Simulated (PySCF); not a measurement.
Ca (calcium, neutral) across methods

[Ar] 3d1 4s1, high-spin 3D determinant (an excited configuration). Computed with PySCF 2.14 in x2c-TZVPPall (6s5p3d, 36 functions), with the spin-free X2C one-electron Hamiltonian (Gaussian nucleus). The B2PLYP total includes its PT2 part (frozen core); its orbital energies are those of the SCF part.

```json
{"method": "LC-wPBE", "E (hartree)": "-680.206", "mean ε 3p β (eV)": "-30.233", "mean ε 4s α (eV)": "-5.427", "mean ε 3d α (eV)": "-3.606", "Σ⟨r²⟩ (bohr²)": "48.15", "⟨S²⟩": "2.001"}
{"method": "wB97M-V", "E (hartree)": "-680.311", "mean ε 3p β (eV)": "-29.850", "mean ε 4s α (eV)": "-5.161", "mean ε 3d α (eV)": "-3.246", "Σ⟨r²⟩ (bohr²)": "48.55", "⟨S²⟩": "2.000"}
{"method": "LDA", "E (hartree)": "-678.501", "mean ε 3p β (eV)": "-25.308", "mean ε 4s α (eV)": "-3.583", "mean ε 3d α (eV)": "-0.791", "Σ⟨r²⟩ (bohr²)": "47.87", "⟨S²⟩": "2.000"}
{"method": "PBE", "E (hartree)": "-680.153", "mean ε 3p β (eV)": "-25.325", "mean ε 4s α (eV)": "-3.457", "mean ε 3d α (eV)": "-0.869", "Σ⟨r²⟩ (bohr²)": "48.55", "⟨S²⟩": "2.000"}
{"method": "PBE0", "E (hartree)": "-680.188", "mean ε 3p β (eV)": "-27.593", "mean ε 4s α (eV)": "-3.968", "mean ε 3d α (eV)": "-1.561", "Σ⟨r²⟩ (bohr²)": "48.59", "⟨S²⟩": "2.000"}
{"method": "UHF", "E (hartree)": "-679.52830", "mean ε 3p β (eV)": "-33.649", "mean ε 4s α (eV)": "-5.223", "mean ε 3d α (eV)": "-3.127", "Σ⟨r²⟩ (bohr²)": "50.65", "⟨S²⟩": "2.001"}
{"method": "M06", "E (hartree)": "-680.332", "mean ε 3p β (eV)": "-27.904", "mean ε 4s α (eV)": "-3.832", "mean ε 3d α (eV)": "-1.197", "Σ⟨r²⟩ (bohr²)": "49.17", "⟨S²⟩": "2.000"}
{"method": "r2SCAN", "E (hartree)": "-680.329", "mean ε 3p β (eV)": "-26.041", "mean ε 4s α (eV)": "-3.522", "mean ε 3d α (eV)": "-0.954", "Σ⟨r²⟩ (bohr²)": "48.51", "⟨S²⟩": "2.000"}
{"method": "B2PLYP", "E (hartree)": "-680.143", "mean ε 3p β (eV)": "-29.753", "mean ε 4s α (eV)": "-4.346", "mean ε 3d α (eV)": "-2.079", "Σ⟨r²⟩ (bohr²)": "48.95", "⟨S²⟩": "2.000"}
```
